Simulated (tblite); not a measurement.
C4H5 (SMILES [CH-]=CC=C), charge -1, singlet, geometry from GFN2-xTB; IPEA1-xTB run with tblite.

tblite was given this input:
```
$ tblite run mol.xyz --method ipea1 --charge -1 --spin 0 --json tblite.json --no-restart

# file mol.xyz
9

C      0.68137789     1.87285781     0.01645036
C      0.62598176     0.50903898     0.00361301
C     -0.52715454    -0.34290368    -0.00222848
C     -0.54674012    -1.68664814    -0.01494501
H     -0.39015689     2.28234825     0.02242338
H      1.58137865    -0.03936154    -0.00345242
H     -1.49125159     0.17262809     0.00454190
H      0.36643243    -2.26759445    -0.02223715
H     -1.46719257    -2.26209020    -0.01861500
```

What the program printed (banner, timings and long lists left out):

```
xTB calculator
 | screened Coulomb repulsion
 | Coulomb electrostatics
 |  * isotropic Klopman-Ohno-Mataga-Nishimoto electrostatics
 |  * onsite third-order electrostatics
 | DFT-D3(BJ) dispersion correction

halogen bonding energy    0.0000000000000E+00 Eh
repulsion energy          2.5512901758128E-01 Eh
dispersion energy        -2.4328517255806E-03 Eh
number of electrons       2.2000000000000E+01 e
integral cutoff           4.0000000000000E+01 bohr

------------------------------------------------------------
  cycle        total energy    energy error   density error
------------------------------------------------------------
      1     -12.32947666331  -1.2582173E+01   5.8614607E-01
      2     -12.13450758403   1.9496908E-01   4.0308812E-01
      3     -12.08220489444   5.2302690E-02   3.7936414E-01
      4     -12.41894913235  -3.3674424E-01   9.7612013E-02
      5     -12.45665099689  -3.7701865E-02   2.4664873E-02
      6     -12.45802691370  -1.3759168E-03   2.0780617E-02
      7     -12.45833077511  -3.0386141E-04   1.7303686E-02
      8     -12.45857211071  -2.4133560E-04   5.5521300E-03
      9     -12.45864248673  -7.0376019E-05   7.9707674E-04
     10     -12.45864478286  -2.2961324E-06   1.1304026E-04
     11     -12.45864482739  -4.4531580E-08   6.1295305E-05
     12     -12.45864482947  -2.0751472E-09   1.5185578E-05
------------------------------------------------------------

electronic energy        -1.2711340995323E+01 Eh
total energy             -1.2458644829467E+01 Eh

Post processing:
 | Mayer-Wiberg bond orders

[Info] JSON dump of results written to 'tblite.json'
```
